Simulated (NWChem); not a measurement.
SnNH$_{5}$O$_{2}$; SMILES [NH2][SnH]([OH])[OH]

```xyz
9

Sn     0.0138    -0.0188    -0.2527
N      1.1121     1.4798     0.5466
O     -1.8008     0.3373     0.4636
O      0.6167    -1.7433     0.5122
H      0.0490    -0.2266    -1.9475
H      1.6646     2.0111    -0.1225
H      0.5245     2.1313     1.0649
H     -2.2828    -0.4793     0.6395
H      1.0412    -1.6046     1.3676
```
Atoms are numbered in this order, from 1.

Structure relaxed at the PBE0/def2-SVP level. B3LYP is NWChem's, with the RPA form of VWN correlation. def2 effective core potentials on Sn; no spin-orbit coupling.

Task: List the 4 lowest vertical singlet excitations from B3LYP/def2-SVP with def2 effective core potentials on Sn, TDA (NWChem).

Result: 
```csv
state,energy (eV),oscillator strength,leading excitation (squared amplitude)
S1,5.60,0.043,HOMO → LUMO (0.93)
S2,6.13,0.031,HOMO−1 → LUMO (0.67)
S3,6.23,0.045,HOMO−2 → LUMO (0.67)
S4,6.54,0.016,HOMO → LUMO+1 (0.92)
```
